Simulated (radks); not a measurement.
Values are calculated unless marked as measured or tabulated.
Cd I, 48 electrons, occupied as [Kr] 4d10 5s2 (the NIST ground configuration). Code: a radial shooting solver on a logarithmic mesh with Libxc functionals. Model: Dirac Kohn-Sham, LDA (Slater exchange, Perdew-Wang correlation), spin-unpolarised, spherical densities, finite nucleus; Fermi nuclear charge, rms radius 4.6087 fm.

Unscreened Slater integrals over Kohn-Sham orbitals (cm^-1). Large and small components are both included.

integral          value
F0(5s1/2,5s1/2)   69283
F0(5s1/2,4d5/2)   86265
G2(5s1/2,4d5/2)   13302
F0(5s1/2,4d3/2)   86459
G2(5s1/2,4d3/2)   12774
F0(5s1/2,4p3/2)   89031
G1(5s1/2,4p3/2)  4788.9
F0(4d5/2,4d5/2)  154150
F2(4d5/2,4d5/2)   75363
F4(4d5/2,4d5/2)   48901
F0(4d5/2,4d3/2)  155380
F2(4d5/2,4d3/2)   76004
G2(4d5/2,4d3/2)   75959
G4(4d5/2,4d3/2)   49312
F0(4d5/2,4p3/2)  174430
F2(4d5/2,4p3/2)   84937
G1(4d5/2,4p3/2)  106930
G3(4d5/2,4p3/2)   65121
F0(4d3/2,4d3/2)  156640
F2(4d3/2,4d3/2)   76679
F0(4d3/2,4p3/2)  176140
F2(4d3/2,4p3/2)   86180
G1(4d3/2,4p3/2)  108800
G3(4d3/2,4p3/2)   66304
F0(4p3/2,4p3/2)  203680
F2(4p3/2,4p3/2)  106300
